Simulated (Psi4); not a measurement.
C3H3 (SMILES [CH]1C=C1), doublet, at a GFN2-xTB geometry. Base run: TPSS/6-31G** run with Psi4 1.11.

Psi4 was given this input:
```
memory 2 GB

molecule mol {
0 2
C     0.011373    0.000430    0.891075
C     0.062646   -0.660086   -0.417299
C     0.042471    0.661450   -0.417679
H    -0.793042   -0.011643    1.608887
H     0.070983   -1.567004   -0.972284
H     0.023123    1.567880   -0.973188
}

set {
  basis 6-31g**
  reference uks
}

energy('tpss')
print_variables()
```

Variants of this job, named by their change:

| change | ΔE vs base (µEh) | SCF cycles | grid points | basis functions |
|---|---|---|---|---|
| base | 0.0 | 9 | 129075 | 60 |
| dft_spherical_points = 434 | 1.5 | 9 | 185415 | 60 |
| dft_nuclear_scheme = stratmann | 1.9 | 9 | 120255 | 60 |
| basis_guess = sto-3g | 0.0 | 8 | 129077 | 60 |
| diis_max_vecs = 15 | 0.0 | 9 | 129075 | 60 |
| d_convergence = 1e-8 | 0.0 | 13 | 129075 | 60 |
| scf_type = dfdirj+link | 0.0 | 9 | 129075 | 60 |
| dft_spherical_points = 194 | 11.8 | 9 | 82915 | 60 |
| df_basis_scf = cc-pvtz-jkfit | 37.1 | 9 | 129075 | 60 |
| d_convergence = 1e-4 | 0.1 | 7 | 129075 | 60 |
| scf_type = dfdirj+cosx | 0.0 | 10 | 129075 | 60 |
| guess = core | 0.0 | 13 | 129075 | 60 |
| guess = huckel | 0.0 | 12 | 129075 | 60 |

Open shells are given as the SCF converged; they aren't shown to be the lowest states, and a large step between rows can be another state.
